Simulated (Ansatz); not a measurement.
`[OH][GaH][GeH3]` + H₂Se → `[OH][GaH][SeH]` + GeH₄ at 600 K and 1 bar (cleavage of the Ga–Ge bond).

Computed with Ansatz on PBE0-D4/def2-TZVP structures; ΔE is electronic, products minus reactants. CBS: MP2 limit from def2 TZ/QZ plus the TZ coupled-cluster correction, frozen cores. For Ga, Ge, Se outer-core shells are correlated without core-valence functions, which leaves a few kJ/mol of doubt a bond. Scalar relativity is left out up to krypton. One conformer a species, not always the lowest.

```csv
species,CCSD(T)/CBS energy (Eh),H − E (kJ/mol),S (J/(mol·K))
`[OH][GaH][GeH3]`,-4078.25778,169.4,428.7
H₂Se,-2401.89790,57.0,244.8
`[OH][GaH][SeH]`,-4401.68747,120.9,388.2
GeH₄,-2078.49493,105.8,256.4
```

H − E and S are ideal-gas, rigid-rotor, harmonic terms from PBE0-D4/def2-TZVP, for one conformer and one mirror image of each species. 1 Eh = 2625.50 kJ/mol, R = 8.31446 J/(mol·K).

Question: By hand: ΔE, ΔH, ΔS and ΔG.

Answer: ΔE = (-4401.68747) + (-2078.49493) − (-4078.25778) − (-2401.89790) = -0.02672 Eh = -70.2 kJ/mol. Δ(H − E) = 120.9 + 105.8 − 169.4 − 57.0 = 0.3, so ΔH = -69.9 kJ/mol. ΔS = 388.2 + 256.4 − 428.7 − 244.8 = -28.9 J/(mol·K). ΔG = -69.9 − 600 × (-28.9)/1000 = -52.6 kJ/mol.

Question: By hand: the equilibrium constant, and the temperature at which ΔG would vanish if ΔH and ΔS stayed fixed.

Answer: log₁₀ K = −ΔG/(RT ln 10) = 4.6. ΔG = 0 at ΔH/ΔS = 2419 K.

ΔH outweighs TΔS. A doubt of 5 kJ/mol in ΔE shifts log₁₀ K by 0.4 here. Other conformers and mirror images would add mixing entropy, several J/(mol·K) or more a flexible species. Modes under 60 cm⁻¹, often nearly free rotors, make the harmonic entropy too high. These are equilibria of isolated gas molecules and say nothing of rates. Largest T1 diagnostic: 0.014 (customary marks: 0.02 for closed shells, 0.045 for open ones).
